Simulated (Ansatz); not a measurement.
A run of Ansatz (development build ahead of 0.2.0) on triplet Ti at this shape:

A single Ti atom.

Its results:

- Converged: yes
- Reference energy: -848.41014 hartree
- Correlation energy: -0.19080 hartree
- Total energy: -848.60094 hartree
- Spin squared of the determinant: 2.008

Question: Which input gives this output? Name the method, the orbitals and the basis set, and write the input.

Answer: UHF-MP2 in aug-cc-pVDZ.

```yaml
crystal:
  periodic: [false, false, false]
  atoms:
    - { symbol: Ti, position_ang: [0.0, 0.0, 0.0] }
basis:
  gaussian: { orbitals: aug-cc-pVDZ }
magnetization:
  spin_polarized: true
  initial_magnetization: 2
hamiltonian:
  xc: hf
correlation:
  method: mp2
  frozen_orbitals: { Ti: 5 }
```
